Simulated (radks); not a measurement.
The numbers below are computed, except where a source is named.
Problem. The mean radii <r> (bohr) of the occupied orbitals of an atom or ion are listed with their occupations. Level of theory: scalar-relativistic Kohn-Sham, r2SCAN, spin-polarised, spherical densities, finite nucleus; meta-GGA in the generalised Kohn-Sham scheme; Fermi nuclear charge, rms radius of each element as measured or else 0.836 A^(1/3) + 0.57 fm (a radial shooting solver on a logarithmic mesh with Libxc functionals).

orbital  occ.      <r>
1s up       1  0.04149
1s down     1  0.04149
2s up       1   0.1833
2s down     1   0.1833
2p up       3   0.1601
2p down     3   0.1601
3s up       1   0.5290
3s down     1   0.5291
3p up       3   0.5398
3p down     3   0.5397
3d up       5   0.5556
3d down     5   0.5548
4s up       1    1.544
4s down     1    1.548
4p up       3    1.815
4p down     2    1.829

Name the element and its charge. Open shells, if any, are filled with parallel spins first.

Solution. Z = 36, krypton, charge +1: Kr+ in [Ar] 3d10 4s2 4p5. The 1s radius gives Z: for a bare nucleus <r> = (2 gamma + 1)/(2Z) with gamma = sqrt(1 - (Z/c)^2), 0.04069 bohr for Z = 36, and screening makes it slightly larger (0.04149 here). The occupations add up to 35, and the charge is Z minus that.
